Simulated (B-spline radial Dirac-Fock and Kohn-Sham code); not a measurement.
Calculated with a radial B-spline solver, using independent-particle photoionisation in a Dirac-Hartree-Slater potential with a Latter tail, all multipoles, thresholds from Dirac-Fock ΔSCF. Kinetic energies are from the vacuum level. Open shells are spread statistically over j, without multiplet splitting. Without correlation, outer binding energies are uncertain by a few eV, most for open f shells.

Question: A free atom or ion in its tabulated ground configuration is ionised with 660 eV photons and gives these photoelectron lines. Identify it and assign the lines.

| kinetic energy (eV) | relative cross section |
| --- | --- |
| 510.1 | 41.3 |
| 559.9 | 50.7 |
| 563.0 | 100.0 |
| 645.1 | 44.1 |
| 645.4 | 64.7 |
| 652.2 | 2.3 |

Answer: Zn, [Ar] 3d10 4s2. Binding energies are hν less the kinetic energy: 3s 149.9 eV, 3p1/2 100.1 eV, 3p3/2 97.05 eV, 3d3/2 14.90 eV, 3d5/2 14.57 eV, 4s 7.79 eV.

Question: A free atom or ion in its tabulated ground configuration is ionised with 1860 eV photons and gives these photoelectron lines. Identify it and assign the lines.

```
kinetic energy (eV)  relative cross section
              945.1                    31.2
             1073.0                    42.0
             1115.5                    83.5
             1339.2                    69.5
             1347.7                   100.0
             1686.7                     7.0
             1730.9                     7.7
             1738.5                    15.0
             1809.0                     7.9
             1810.0                    11.3
             1831.5                    0.91
```

Answer: Sn²⁺, [Kr] 4d10 5s2. Binding energies are hν less the kinetic energy: 3s 914.9 eV, 3p1/2 787.0 eV, 3p3/2 744.5 eV, 3d3/2 520.8 eV, 3d5/2 512.3 eV, 4s 173.3 eV, 4p1/2 129.1 eV, 4p3/2 121.5 eV, 4d3/2 51.01 eV, 4d5/2 49.99 eV, 5s 28.52 eV.

Question: A free atom or ion in its tabulated ground configuration is ionised with Cr Kα (5414.7 eV) photons and gives these photoelectron lines. Identify it and assign the lines.

```
kinetic energy (eV)  relative cross section
              307.9                   100.0
             4430.3                     7.5
             4490.7                    0.86
             4496.2                     1.6
```

Answer: Sc¹⁴⁺, [He] 2s2 2p3. Binding energies are hν less the kinetic energy: 1s 5106.8 eV, 2s 984.4 eV, 2p1/2 924.0 eV, 2p3/2 918.5 eV.
